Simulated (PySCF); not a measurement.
Si(Br)(OH)2(NH2) (BrH4NO2Si), SMILES N[Si](O)(O)Br.

Geometry: PBE0-D3(BJ)/def2-SVP. The structure was generated by enumeration, and PubChem lists no compound with its InChIKey, so it may never have been made. One conformer was computed; it need not be the lowest.

Computed with SMD-M06-2X/6-31G* (PySCF).

Solvation free energies are E(SMD) − E(gas) at the gas-phase geometry, for 1 M in both phases. Bromine has the revised SMD18 radius of 2.60 Å. In vacuum the dipole moment is 2.25 D.

### Question
Estimate the solvation free energies in water, methanol, ethanol. (Estimate from the structure and the level; the computed values follow.)

### Answer

| solvent | ΔG(solv) (kcal/mol) | its non-electrostatic (CDS) part | dipole (D) |
|---|---|---|---|
| water | -12.7 | 2.2 | 2.74 |
| methanol | -14.1 | 0.4 | 2.73 |
| ethanol | -13.8 | -0.1 | 2.73 |
